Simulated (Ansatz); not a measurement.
Geometry optimisation, UKS PBE0/def2-SVP in Ansatz 0.2.0.

input.yaml

```yaml
crystal:
  periodic: [false, false, false]
  atoms:
    - { symbol: Ge, position_ang: [-0.302083, 0.148766, -0.318214] }
    - { symbol: H, position_ang: [-0.04468, 0.135996, 2.423458] }
    - { symbol: O, position_ang: [1.454453, -0.011015, -0.352506] }
    - { symbol: H, position_ang: [1.776543, -0.462773, 0.441877] }
    - { symbol: F, position_ang: [-0.62764, 1.221797, -1.637902] }
    - { symbol: Cl, position_ang: [-1.316048, -1.714093, -0.76028] }
    - { symbol: Cl, position_ang: [0.877154, -0.711378, 2.879368] }
magnetization:
  spin_polarized: true
  initial_magnetization: 1
basis:
  gaussian: { orbitals: def2-SVP }
hamiltonian:
  xc: pbe0
relax:
  f_tol: 0.03
  max_steps: 50
```

Run as:

```bash
$ ansatz run input.yaml --threads 4 --pin off --max-ram 5120MiB --backend cpu --events-out ev --progress --plain --runs-dir out
```

Q: Where does it end, and by what steps?

A: The run converged. The force dipped under the threshold on the way, but the program's further checks kept it going. After 26 steps the energy has fallen by 0.119 eV; H2 moved furthest, 1.42 Å.

```csv
step,energy less start (eV),largest force component (eV/Å),accepted
0,0.0000,0.791,yes
1,-0.0323,0.676,yes
2,-0.0426,0.794,yes
3,-0.0325,0.953,no
4,-0.0727,0.158,yes
5,-0.0808,0.045,yes
6,-0.0882,0.140,yes
7,-0.0736,1.008,no
8,-0.0930,0.139,yes
9,-0.1001,0.087,yes
10,-0.1069,0.071,yes
11,-0.0911,1.021,no
12,-0.1089,0.024,yes
13,-0.1108,0.269,yes
14,-0.1030,0.772,no
15,-0.1147,0.049,yes
16,-0.1160,0.060,yes
17,-0.1158,0.328,no
18,-0.1174,0.018,yes
19,-0.1179,0.091,yes
20,-0.1183,0.089,yes
21,-0.1180,0.129,no
22,-0.1189,0.041,yes
23,-0.1191,0.054,yes
24,-0.1192,0.051,yes
25,-0.1193,0.040,yes
26,-0.1193,0.026,yes
```

```xyz
7
Properties=species:S:1:pos:R:3
Ge -0.559 0.197 -0.771
H 1.020 0.248 3.358
O 1.069 0.207 -0.088
H 1.118 -0.323 0.725
F -0.356 1.051 -2.267
Cl -1.194 -1.826 -1.262
Cl 0.719 -0.947 2.981
```

Whether the end is a true minimum wasn't checked by a vibrational analysis.

Run time: 60 s on 4 threads of AMD EPYC 7B13 (Zen 3) (shared host), peak memory 0.41 GiB.
